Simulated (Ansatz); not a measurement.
A short molecular-dynamics run on `N#[C][AlH][OH]`.

```yaml
crystal:
  periodic: [false, false, false]
  atoms:
    - {symbol: N, position_ang: [2.424442, -1.063881, 0.896597]}
    - {symbol: C, position_ang: [1.389141, -0.717913, 0.524132]}
    - {symbol: Al, position_ang: [-0.370744, -0.226522, -0.095387]}
    - {symbol: O, position_ang: [-0.557274, 1.418349, -0.385475]}
    - {symbol: H, position_ang: [-1.485804, -1.312087, -0.291072]}
    - {symbol: H, position_ang: [-1.357661, 1.838153, -0.694896]}
basis:
  gaussian: {orbitals: def2-SVP}
hamiltonian: {xc: {name: BLYP}, dispersion: d3bjatm}
md: {timestep: 1 fs, n_steps: 50, ensemble: nvt_langevin, temperature: 1000, initial_velocities: maxwell_boltzmann, friction: 0.01, seed: 403}
```

```sh
$ ansatz run in.yaml --threads 2 --pin off --events-out ev --progress --plain --max-ram 4352MiB
```

| step | time (fs) | potential energy (eV) | kinetic (eV) | T (K) | conserved (eV) |
| --- | --- | --- | --- | --- | --- |
| 0 | 0.0 | -11198.1368 | 0.6463 | 833 | – |
| 1 | 1.0 | -11198.1296 | 0.6023 | 777 | – |
| 2 | 2.0 | -11198.1261 | 0.5395 | 696 | – |
| 3 | 3.0 | -11198.1300 | 0.5236 | 675 | – |
| 4 | 4.0 | -11198.1345 | 0.5321 | 686 | – |
| 5 | 5.0 | -11198.1350 | 0.4622 | 596 | – |
| 6 | 6.0 | -11198.1299 | 0.4234 | 546 | – |
| 7 | 7.0 | -11198.1216 | 0.3990 | 514 | – |
| 8 | 8.0 | -11198.0999 | 0.3898 | 503 | – |
| 9 | 9.0 | -11198.0639 | 0.4200 | 541 | – |
| 10 | 10.0 | -11198.0227 | 0.4039 | 521 | – |
| 11 | 11.0 | -11197.9988 | 0.4165 | 537 | – |
| 12 | 12.0 | -11198.0042 | 0.3916 | 505 | – |
| 13 | 13.0 | -11198.0296 | 0.4345 | 560 | – |
| 14 | 14.0 | -11198.0547 | 0.4533 | 584 | – |
| 15 | 15.0 | -11198.0567 | 0.4813 | 621 | – |
| 16 | 16.0 | -11198.0342 | 0.4264 | 550 | – |
| 17 | 17.0 | -11198.0110 | 0.4110 | 530 | – |
| 18 | 18.0 | -11198.0037 | 0.4855 | 626 | – |
| 19 | 19.0 | -11197.9846 | 0.4703 | 606 | – |
| 20 | 20.0 | -11197.9629 | 0.4255 | 549 | – |
| 21 | 21.0 | -11197.9906 | 0.4770 | 615 | – |
| 22 | 22.0 | -11198.0248 | 0.5296 | 683 | – |
| 23 | 23.0 | -11197.9968 | 0.4825 | 622 | – |
| 24 | 24.0 | -11197.9330 | 0.4030 | 520 | – |
| 25 | 25.0 | -11197.8843 | 0.3793 | 489 | – |
| 26 | 26.0 | -11197.8818 | 0.4168 | 537 | – |
| 27 | 27.0 | -11197.9011 | 0.5000 | 645 | – |
| 28 | 28.0 | -11197.9000 | 0.5145 | 663 | – |
| 29 | 29.0 | -11197.9004 | 0.5837 | 753 | – |
| 30 | 30.0 | -11197.9166 | 0.5591 | 721 | – |
| 31 | 31.0 | -11197.9063 | 0.5149 | 664 | – |
| 32 | 32.0 | -11197.8689 | 0.5194 | 670 | – |
| 33 | 33.0 | -11197.8535 | 0.5892 | 760 | – |
| 34 | 34.0 | -11197.8714 | 0.6714 | 866 | – |
| 35 | 35.0 | -11197.9067 | 0.7223 | 931 | – |
| 36 | 36.0 | -11197.9012 | 0.7219 | 931 | – |
| 37 | 37.0 | -11197.8509 | 0.7153 | 922 | – |
| 38 | 38.0 | -11197.8217 | 0.7115 | 917 | – |
| 39 | 39.0 | -11197.8349 | 0.7230 | 932 | – |
| 40 | 40.0 | -11197.8581 | 0.6476 | 835 | – |
| 41 | 41.0 | -11197.8549 | 0.5934 | 765 | – |
| 42 | 42.0 | -11197.8355 | 0.5653 | 729 | – |
| 43 | 43.0 | -11197.8319 | 0.5248 | 677 | – |
| 44 | 44.0 | -11197.8414 | 0.5549 | 715 | – |
| 45 | 45.0 | -11197.8336 | 0.5155 | 665 | – |
| 46 | 46.0 | -11197.8009 | 0.4846 | 625 | – |
| 47 | 47.0 | -11197.7862 | 0.4588 | 592 | – |
| 48 | 48.0 | -11197.8184 | 0.4957 | 639 | – |
| 49 | 49.0 | -11197.8608 | 0.5976 | 770 | – |
| 50 | 50.0 | -11197.8751 | 0.6402 | 826 | – |

Velocities are drawn at the set temperature; a run this short doesn't reach equilibrium.

Frames (Å, forces in eV/Å):

```xyz
6
time=0.0 fs
N     2.424   -1.064    0.897    2.329   -0.758    0.835
C     1.389   -0.718    0.524   -2.131    0.683   -0.763
Al   -0.371   -0.227   -0.095    0.060   -0.696    0.117
O    -0.557    1.418   -0.385    0.526    0.419    0.105
H    -1.486   -1.312   -0.291   -0.103   -0.088   -0.020
H    -1.358    1.838   -0.695   -0.680    0.440   -0.275
6
time=1.0 fs
N     2.427   -1.056    0.890    2.475   -0.776    0.879
C     1.385   -0.731    0.521   -2.282    0.728   -0.827
Al   -0.374   -0.231   -0.099    0.357   -0.130    0.174
O    -0.554    1.424   -0.371    0.453    0.261    0.089
H    -1.471   -1.290   -0.276   -0.461   -0.427   -0.100
H    -1.336    1.878   -0.689   -0.542    0.345   -0.216
6
time=2.0 fs
N     2.432   -1.050    0.883    2.156   -0.656    0.759
C     1.381   -0.741    0.518   -1.953    0.624   -0.721
Al   -0.377   -0.236   -0.103    0.529    0.339    0.204
O    -0.551    1.430   -0.357    0.170    0.247   -0.024
H    -1.465   -1.278   -0.262   -0.706   -0.652   -0.153
H    -1.317    1.919   -0.686   -0.196    0.098   -0.065
6
time=3.0 fs
N     2.438   -1.045    0.876    1.501   -0.455    0.527
C     1.375   -0.750    0.516   -1.277    0.429   -0.499
Al   -0.380   -0.241   -0.106    0.511    0.615    0.206
O    -0.549    1.435   -0.343   -0.184    0.344   -0.190
H    -1.471   -1.276   -0.251   -0.761   -0.697   -0.173
H    -1.297    1.962   -0.684    0.211   -0.236    0.129
6
time=4.0 fs
N     2.444   -1.041    0.869    0.704   -0.239    0.259
C     1.368   -0.758    0.514   -0.442    0.209   -0.235
Al   -0.384   -0.244   -0.110    0.344    0.702    0.197
O    -0.546    1.440   -0.328   -0.437    0.449   -0.334
H    -1.485   -1.281   -0.241   -0.668   -0.599   -0.174
H    -1.275    2.001   -0.681    0.500   -0.523    0.287
6
time=5.0 fs
N     2.449   -1.039    0.862   -0.124   -0.034   -0.006
C     1.360   -0.765    0.511    0.438   -0.003    0.033
Al   -0.387   -0.247   -0.113    0.078    0.649    0.184
O    -0.544    1.443   -0.312   -0.586    0.524   -0.441
H    -1.502   -1.294   -0.233   -0.474   -0.402   -0.166
H    -1.252    2.034   -0.675    0.667   -0.734    0.397
6
time=6.0 fs
N     2.452   -1.036    0.855   -0.788    0.117   -0.208
C     1.353   -0.769    0.509    1.147   -0.163    0.237
Al   -0.389   -0.249   -0.116   -0.209    0.535    0.174
O    -0.542    1.446   -0.297   -0.601    0.494   -0.481
H    -1.519   -1.315   -0.227   -0.236   -0.159   -0.156
H    -1.228    2.061   -0.668    0.688   -0.824    0.434
6
time=7.0 fs
N     2.455   -1.033    0.848   -1.313    0.228   -0.358
C     1.347   -0.772    0.508    1.713   -0.284    0.390
Al   -0.392   -0.251   -0.120   -0.518    0.369    0.166
O    -0.541    1.449   -0.282   -0.395    0.245   -0.402
H    -1.537   -1.342   -0.222    0.039    0.126   -0.145
H    -1.198    2.079   -0.663    0.475   -0.684    0.348
6
time=8.0 fs
N     2.457   -1.028    0.842   -1.771    0.315   -0.479
C     1.341   -0.775    0.507    2.201   -0.382    0.515
Al   -0.395   -0.252   -0.123   -0.805    0.172    0.164
O    -0.540    1.451   -0.269   -0.062   -0.138   -0.230
H    -1.559   -1.370   -0.221    0.310    0.406   -0.133
H    -1.162    2.093   -0.658    0.126   -0.373    0.164
6
time=9.0 fs
N     2.460   -1.023    0.835   -2.246    0.404   -0.600
C     1.335   -0.775    0.506    2.701   -0.489    0.637
Al   -0.398   -0.254   -0.127   -0.997    0.025    0.178
O    -0.537    1.451   -0.255    0.265   -0.542   -0.032
H    -1.578   -1.391   -0.221    0.502    0.605   -0.129
H    -1.126    2.104   -0.651   -0.225   -0.003   -0.054
6
time=10.0 fs
N     2.461   -1.018    0.828   -2.607    0.471   -0.681
C     1.330   -0.774    0.505    3.083   -0.581    0.720
Al   -0.403   -0.256   -0.130   -1.116   -0.043    0.196
O    -0.534    1.451   -0.241    0.618   -1.041    0.219
H    -1.595   -1.406   -0.224    0.629    0.735   -0.127
H    -1.092    2.110   -0.643   -0.606    0.458   -0.326
6
time=11.0 fs
N     2.460   -1.011    0.819   -2.534    0.446   -0.635
C     1.326   -0.772    0.505    3.004   -0.574    0.667
Al   -0.407   -0.260   -0.133   -1.157   -0.042    0.218
O    -0.531    1.451   -0.226    0.783   -1.367    0.365
H    -1.606   -1.417   -0.229    0.699    0.809   -0.126
H    -1.061    2.119   -0.636   -0.795    0.729   -0.490
6
time=12.0 fs
N     2.457   -1.004    0.810   -2.131    0.352   -0.501
C     1.324   -0.770    0.505    2.569   -0.490    0.519
Al   -0.411   -0.262   -0.135   -1.116    0.013    0.250
O    -0.529    1.451   -0.210    0.633   -1.275    0.271
H    -1.612   -1.419   -0.235    0.705    0.813   -0.129
H    -1.035    2.134   -0.634   -0.660    0.588   -0.409
6
time=13.0 fs
N     2.454   -0.997    0.801   -1.476    0.214   -0.306
C     1.324   -0.768    0.506    1.851   -0.356    0.297
Al   -0.416   -0.265   -0.137   -0.970    0.138    0.294
O    -0.527    1.451   -0.194    0.309   -0.883    0.003
H    -1.612   -1.408   -0.243    0.631    0.726   -0.135
H    -1.017    2.151   -0.634   -0.345    0.161   -0.152
6
time=14.0 fs
N     2.449   -0.990    0.792   -0.515    0.021   -0.042
C     1.326   -0.766    0.509    0.807   -0.166   -0.001
Al   -0.422   -0.269   -0.137   -0.711    0.341    0.356
O    -0.526    1.450   -0.179   -0.023   -0.406   -0.313
H    -1.608   -1.385   -0.249    0.462    0.538   -0.152
H    -1.004    2.165   -0.635   -0.020   -0.329    0.152
6
time=15.0 fs
N     2.443   -0.985    0.782    0.678   -0.211    0.261
C     1.327   -0.765    0.512   -0.464    0.060   -0.338
Al   -0.427   -0.272   -0.137   -0.386    0.605    0.430
O    -0.523    1.449   -0.163   -0.278    0.000   -0.588
H    -1.601   -1.356   -0.254    0.223    0.281   -0.179
H    -0.989    2.177   -0.635    0.228   -0.736    0.415
6
time=16.0 fs
N     2.437   -0.981    0.771    1.858   -0.435    0.536
C     1.328   -0.765    0.515   -1.725    0.279   -0.648
Al   -0.431   -0.275   -0.137   -0.019    0.887    0.510
O    -0.519    1.448   -0.147   -0.412    0.243   -0.760
H    -1.594   -1.325   -0.261   -0.055   -0.003   -0.212
H    -0.973    2.186   -0.631    0.353   -0.970    0.574
6
time=17.0 fs
N     2.435   -0.977    0.762    2.616   -0.570    0.691
C     1.329   -0.766    0.518   -2.537    0.400   -0.825
Al   -0.435   -0.279   -0.135    0.343    1.156    0.582
O    -0.515    1.445   -0.132   -0.355    0.180   -0.731
H    -1.589   -1.294   -0.272   -0.349   -0.295   -0.248
H    -0.954    2.182   -0.624    0.282   -0.871    0.530
6
time=18.0 fs
N     2.436   -0.972    0.751    2.646   -0.558    0.673
C     1.325   -0.768    0.521   -2.571    0.361   -0.810
Al   -0.439   -0.282   -0.134    0.621    1.381    0.638
O    -0.513    1.440   -0.118   -0.017   -0.371   -0.368
H    -1.589   -1.262   -0.289   -0.610   -0.554   -0.285
H    -0.933    2.166   -0.610   -0.069   -0.258    0.151
6
time=19.0 fs
N     2.439   -0.967    0.741    2.210   -0.461    0.560
C     1.321   -0.772    0.524   -2.119    0.235   -0.692
Al   -0.441   -0.284   -0.131    0.797    1.497    0.678
O    -0.512    1.434   -0.105    0.563   -1.362    0.323
H    -1.594   -1.233   -0.312   -0.793   -0.738   -0.317
H    -0.909    2.144   -0.588   -0.658    0.830   -0.552
6
time=20.0 fs
N     2.445   -0.963    0.731    1.396   -0.310    0.390
C     1.315   -0.775    0.528   -1.274    0.054   -0.508
Al   -0.442   -0.285   -0.128    0.809    1.415    0.682
O    -0.511    1.427   -0.093    0.969   -2.038    0.858
H    -1.604   -1.212   -0.338   -0.827   -0.790   -0.330
H    -0.889    2.128   -0.570   -1.074    1.669   -1.092
6
time=21.0 fs
N     2.453   -0.959    0.721    0.143   -0.103    0.168
C     1.308   -0.778    0.533    0.032   -0.189   -0.263
Al   -0.444   -0.286   -0.125    0.595    1.115    0.623
O    -0.510    1.418   -0.081    0.814   -1.594    0.703
H    -1.623   -1.202   -0.365   -0.659   -0.681   -0.301
H    -0.879    2.127   -0.562   -0.926    1.451   -0.929
6
time=22.0 fs
N     2.463   -0.953    0.711   -1.236    0.102   -0.038
C     1.302   -0.779    0.536    1.475   -0.432   -0.027
Al   -0.445   -0.287   -0.121    0.201    0.649    0.496
O    -0.508    1.408   -0.070    0.256   -0.248    0.007
H    -1.651   -1.200   -0.392   -0.328   -0.454   -0.226
H    -0.877    2.139   -0.564   -0.368    0.383   -0.212
6
time=23.0 fs
N     2.474   -0.945    0.701   -2.493    0.263   -0.191
C     1.296   -0.780    0.540    2.793   -0.629    0.159
Al   -0.445   -0.287   -0.117   -0.227    0.141    0.338
O    -0.508    1.398   -0.060   -0.235    1.054   -0.646
H    -1.681   -1.202   -0.422    0.039   -0.207   -0.126
H    -0.873    2.151   -0.575    0.122   -0.623    0.466
6
time=24.0 fs
N     2.483   -0.937    0.692   -3.421    0.358   -0.277
C     1.292   -0.781    0.543    3.756   -0.748    0.268
Al   -0.446   -0.287   -0.113   -0.560   -0.296    0.192
O    -0.507    1.391   -0.050   -0.488    1.873   -1.014
H    -1.706   -1.205   -0.453    0.346   -0.002   -0.027
H    -0.863    2.158   -0.582    0.367   -1.184    0.858
6
time=25.0 fs
N     2.492   -0.927    0.684   -3.930    0.375   -0.299
C     1.292   -0.783    0.546    4.249   -0.771    0.293
Al   -0.447   -0.287   -0.109   -0.776   -0.628    0.079
O    -0.507    1.385   -0.041   -0.533    2.177   -1.098
H    -1.727   -1.209   -0.481    0.587    0.158    0.065
H    -0.851    2.158   -0.580    0.403   -1.311    0.960
6
time=26.0 fs
N     2.498   -0.917    0.675   -3.887    0.316   -0.248
C     1.296   -0.788    0.551    4.111   -0.689    0.212
Al   -0.448   -0.289   -0.104   -0.860   -0.864    0.018
O    -0.509    1.379   -0.031   -0.364    1.873   -0.846
H    -1.745   -1.216   -0.507    0.777    0.285    0.147
H    -0.839    2.144   -0.570    0.223   -0.921    0.717
6
time=27.0 fs
N     2.502   -0.907    0.667   -3.260    0.198   -0.139
C     1.304   -0.793    0.557    3.315   -0.521    0.043
Al   -0.452   -0.292   -0.100   -0.820   -1.065    0.011
O    -0.512    1.375   -0.022    0.012    0.976   -0.223
H    -1.759   -1.227   -0.528    0.923    0.393    0.217
H    -0.827    2.118   -0.554   -0.170    0.020    0.091
6
time=28.0 fs
N     2.503   -0.895    0.658   -2.113    0.048    0.001
C     1.315   -0.800    0.562    1.964   -0.307   -0.172
Al   -0.455   -0.294   -0.096   -0.685   -1.223    0.037
O    -0.516    1.370   -0.012    0.428   -0.038    0.494
H    -1.766   -1.235   -0.546    1.006    0.458    0.268
H    -0.822    2.093   -0.535   -0.600    1.062   -0.628
6
time=29.0 fs
N     2.503   -0.883    0.648   -0.580   -0.096    0.142
C     1.327   -0.808    0.567    0.218   -0.094   -0.390
Al   -0.460   -0.298   -0.092   -0.441   -1.313    0.083
O    -0.518    1.365   -0.001    0.569   -0.378    0.762
H    -1.761   -1.237   -0.565    0.984    0.449    0.289
H    -0.820    2.080   -0.523   -0.750    1.432   -0.887
6
time=30.0 fs
N     2.502   -0.872    0.639    1.077   -0.199    0.256
C     1.339   -0.816    0.572   -1.629    0.074   -0.572
Al   -0.464   -0.302   -0.090   -0.123   -1.342    0.151
O    -0.520    1.359    0.011    0.318    0.261    0.362
H    -1.743   -1.234   -0.583    0.860    0.368    0.269
H    -0.825    2.083   -0.521   -0.502    0.839   -0.466
6
time=31.0 fs
N     2.500   -0.861    0.629    2.627   -0.245    0.328
C     1.348   -0.824    0.576   -3.338    0.173   -0.700
Al   -0.469   -0.308   -0.089    0.219   -1.284    0.232
O    -0.521    1.354    0.024   -0.087    1.267   -0.317
H    -1.720   -1.227   -0.598    0.674    0.237    0.218
H    -0.836    2.091   -0.525   -0.096   -0.148    0.239
6
time=32.0 fs
N     2.501   -0.850    0.620    3.640   -0.235    0.344
C     1.356   -0.831    0.580   -4.469    0.200   -0.758
Al   -0.474   -0.314   -0.088    0.556   -1.110    0.332
O    -0.522    1.350    0.038   -0.387    1.922   -0.822
H    -1.696   -1.221   -0.609    0.454    0.080    0.142
H    -0.848    2.095   -0.530    0.206   -0.857    0.762
6
time=33.0 fs
N     2.504   -0.840    0.612    3.716   -0.191    0.313
C     1.359   -0.838    0.584   -4.620    0.183   -0.753
Al   -0.479   -0.322   -0.087    0.907   -0.807    0.465
O    -0.523    1.346    0.052   -0.529    2.059   -1.049
H    -1.667   -1.222   -0.616    0.186   -0.099    0.035
H    -0.858    2.091   -0.528    0.340   -1.146    0.990
6
time=34.0 fs
N     2.510   -0.831    0.604    2.996   -0.155    0.268
C     1.359   -0.845    0.586   -3.934    0.166   -0.717
Al   -0.484   -0.332   -0.086    1.305   -0.354    0.639
O    -0.524    1.344    0.067   -0.516    1.712   -1.000
H    -1.628   -1.231   -0.621   -0.160   -0.326   -0.115
H    -0.868    2.079   -0.517    0.309   -1.043    0.924
6
time=35.0 fs
N     2.518   -0.822    0.595    1.459   -0.160    0.227
C     1.354   -0.853    0.586   -2.368    0.177   -0.657
Al   -0.488   -0.343   -0.084    1.653    0.164    0.813
O    -0.526    1.343    0.080   -0.278    0.825   -0.570
H    -1.587   -1.245   -0.625   -0.509   -0.560   -0.277
H    -0.876    2.059   -0.493    0.043   -0.447    0.465
6
time=36.0 fs
N     2.526   -0.813    0.585   -0.460   -0.223    0.207
C     1.346   -0.861    0.585   -0.374    0.239   -0.601
Al   -0.491   -0.352   -0.081    1.872    0.632    0.943
O    -0.527    1.342    0.093    0.200   -0.493    0.198
H    -1.551   -1.265   -0.629   -0.772   -0.735   -0.408
H    -0.884    2.035   -0.460   -0.465    0.580   -0.339
6
time=37.0 fs
N     2.532   -0.803    0.574   -2.027   -0.325    0.212
C     1.338   -0.869    0.582    1.280    0.340   -0.563
Al   -0.494   -0.363   -0.077    1.914    0.997    0.987
O    -0.529    1.342    0.104    0.643   -1.639    0.816
H    -1.522   -1.291   -0.638   -0.878   -0.788   -0.465
H    -0.895    2.020   -0.426   -0.931    1.415   -0.987
6
time=38.0 fs
N     2.536   -0.792    0.564   -3.085   -0.435    0.230
C     1.331   -0.876    0.579    2.414    0.445   -0.540
Al   -0.496   -0.373   -0.074    1.782    1.187    0.924
O    -0.531    1.340    0.117    0.759   -2.053    0.892
H    -1.504   -1.320   -0.658   -0.813   -0.697   -0.429
H    -0.915    2.020   -0.393   -1.057    1.554   -1.077
6
time=39.0 fs
N     2.537   -0.784    0.553   -3.692   -0.526    0.252
C     1.327   -0.882    0.574    3.073    0.531   -0.528
Al   -0.499   -0.383   -0.071    1.528    1.165    0.762
O    -0.533    1.336    0.130    0.462   -1.642    0.453
H    -1.496   -1.349   -0.688   -0.610   -0.483   -0.305
H    -0.941    2.031   -0.363   -0.763    0.955   -0.634
6
time=40.0 fs
N     2.537   -0.776    0.542   -3.833   -0.580    0.266
C     1.326   -0.886    0.568    3.243    0.589   -0.515
Al   -0.501   -0.392   -0.066    1.186    0.931    0.509
O    -0.536    1.330    0.143   -0.069   -0.795   -0.162
H    -1.493   -1.388   -0.721   -0.297   -0.145   -0.092
H    -0.969    2.051   -0.336   -0.230    0.000   -0.007
6
time=41.0 fs
N     2.535   -0.772    0.532   -3.533   -0.587    0.270
C     1.328   -0.890    0.562    2.949    0.611   -0.503
Al   -0.503   -0.398   -0.062    0.888    0.619    0.260
O    -0.538    1.323    0.155   -0.589    0.050   -0.664
H    -1.490   -1.435   -0.749   -0.004    0.205    0.130
H    -0.994    2.074   -0.308    0.290   -0.899    0.507
6
time=42.0 fs
N     2.531   -0.769    0.523   -2.825   -0.543    0.263
C     1.333   -0.894    0.556    2.224    0.590   -0.490
Al   -0.505   -0.403   -0.057    0.681    0.342    0.054
O    -0.541    1.317    0.166   -0.913    0.570   -0.895
H    -1.485   -1.477   -0.774    0.219    0.500    0.320
H    -1.015    2.093   -0.272    0.613   -1.459    0.748
6
time=43.0 fs
N     2.525   -0.766    0.514   -1.718   -0.449    0.235
C     1.339   -0.896    0.549    1.082    0.521   -0.460
Al   -0.505   -0.407   -0.052    0.572    0.136   -0.110
O    -0.545    1.313    0.176   -0.932    0.550   -0.825
H    -1.476   -1.511   -0.804    0.367    0.724    0.477
H    -1.030    2.097   -0.230    0.629   -1.483    0.683
6
time=44.0 fs
N     2.518   -0.764    0.508   -0.324   -0.311    0.196
C     1.347   -0.900    0.541   -0.355    0.412   -0.419
Al   -0.506   -0.411   -0.048    0.559    0.034   -0.211
O    -0.549    1.309    0.188   -0.638   -0.026   -0.528
H    -1.461   -1.535   -0.831    0.432    0.860    0.583
H    -1.041    2.086   -0.182    0.326   -0.968    0.379
6
time=45.0 fs
N     2.511   -0.761    0.501    1.080   -0.154    0.157
C     1.353   -0.903    0.532   -1.786    0.276   -0.376
Al   -0.507   -0.415   -0.043    0.591    0.054   -0.257
O    -0.554    1.305    0.198   -0.020   -1.115   -0.075
H    -1.446   -1.545   -0.851    0.434    0.908    0.636
H    -1.047    2.068   -0.128   -0.298    0.031   -0.085
6
time=46.0 fs
N     2.504   -0.759    0.495    2.311   -0.002    0.128
C     1.357   -0.906    0.523   -3.023    0.135   -0.334
Al   -0.507   -0.420   -0.039    0.661    0.175   -0.252
O    -0.559    1.301    0.209    0.606   -2.169    0.274
H    -1.428   -1.544   -0.864    0.372    0.869    0.629
H    -1.055    2.051   -0.077   -0.927    0.992   -0.446
6
time=47.0 fs
N     2.499   -0.757    0.487    3.297    0.129    0.108
C     1.360   -0.907    0.513   -3.999    0.009   -0.298
Al   -0.509   -0.425   -0.036    0.773    0.345   -0.199
O    -0.565    1.296    0.220    0.799   -2.480    0.318
H    -1.405   -1.533   -0.870    0.248    0.746    0.562
H    -1.070    2.045   -0.032   -1.119    1.250   -0.491
6
time=48.0 fs
N     2.495   -0.756    0.480    3.689    0.184    0.106
C     1.359   -0.908    0.502   -4.335   -0.058   -0.265
Al   -0.509   -0.430   -0.033    0.899    0.552   -0.110
O    -0.568    1.290    0.229    0.410   -1.842    0.107
H    -1.381   -1.511   -0.871    0.060    0.530    0.425
H    -1.095    2.049    0.009   -0.722    0.634   -0.263
6
time=49.0 fs
N     2.494   -0.754    0.474    3.181    0.122    0.124
C     1.355   -0.908    0.489   -3.709   -0.026   -0.232
Al   -0.509   -0.435   -0.030    1.012    0.829    0.016
O    -0.572    1.282    0.238   -0.277   -0.774   -0.132
H    -1.357   -1.483   -0.869   -0.186    0.235    0.223
H    -1.127    2.059    0.050   -0.021   -0.386    0.001
6
time=50.0 fs
N     2.495   -0.750    0.469    2.089   -0.019    0.141
C     1.347   -0.908    0.473   -2.452    0.072   -0.186
Al   -0.509   -0.441   -0.027    1.116    1.150    0.179
O    -0.576    1.273    0.247   -0.808    0.034   -0.233
H    -1.338   -1.452   -0.862   -0.467   -0.107   -0.030
H    -1.157    2.064    0.089    0.522   -1.130    0.128
```

Run time 92 s (2 threads of an Intel Xeon on a shared host); peak host memory 0.32 GiB.
